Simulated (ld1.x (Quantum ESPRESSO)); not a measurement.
Values are calculated unless marked as measured or tabulated.
## Potentials for tellurium (Te) compared

Generated with ld1.x 7.5 (TM, RRKJ, ultrasoft, PAW), atompaw 4.2 or ONCVPSP 4.0.1. The cutoff is in Ry: for ld1.x and atompaw files where the sum of valence levels is converged to 10 mRy in a Bessel basis, for ONCV files where the hardest occupied wave has 1 mHa per electron of residual kinetic energy. The error is the largest all-electron minus pseudo excitation energy over each file’s own four to seven test configurations (ionisations up to +4, promotions, holes and added fractions of an electron), all of which were solved. The labels leave out finer settings (local radius, basis sizes, second energies), which also bear on the numbers. Spin-polarised tests are not counted. The rows are a selection from randomly drawn settings: files with unsolved tests, undetermined cutoffs or missed reference levels are left out.

A true bound ghost makes a file unfit for plane-wave use even where its test errors are small: the radial tests pick states by their node count and pass the ghost by.

| potential | cutoff (Ry) | largest error (meV) | bound ghosts |
| --- | --- | --- | --- |
| TM, LDA (PZ), scalar-relativistic, rc 1.35/2.20/1.30/2.08 (spdf), local d, core correction yes, reference 4d10 5s2 5p4 | 110 | -348 | s, p |
| TM semilocal, PBEsol, scalar-relativistic, rc 1.70/1.85/0.95 (spd), local p, core correction no, reference 4d10 5s2 5p2 | 120 | -351 | none |
| TM, LDA (PZ), scalar-relativistic, rc 1.70/1.60/1.50 (spd), local smoothed, core correction no, reference 4d10 5s2 5p4 | 100 | +72 | s |
| ultrasoft, LDA (PZ), scalar-relativistic, rc 1.85/1.90/1.60 (spd), local smoothed, core correction yes, reference 4d10 5s2 5p3 | 50 | -351 | none |

Fill in the row for Te: PAW, PBEsol, scalar-relativistic, rc 1.05/1.20/0.90 (spd), local smoothed, core correction yes, reference 4s2 4p6 4d10 5s2 5p2.5.

cutoff 140 Ry, largest error -16 meV, bound ghosts: none.

Fill in the row for Te: TM, PBE, scalar-relativistic, rc 1.90/1.90/1.45 (spd), local s, core correction yes, reference 4d10 5s2 5p4.

cutoff 100 Ry, largest error -11 meV, bound ghosts: none.

Fill in the row for Te: TM, PBE, scalar-relativistic, rc 1.30/2.10/1.90 (spd), local d, core correction yes, reference 5s1.75 5p4.25.

cutoff 110 Ry, largest error -250 meV, bound ghosts: s, p.
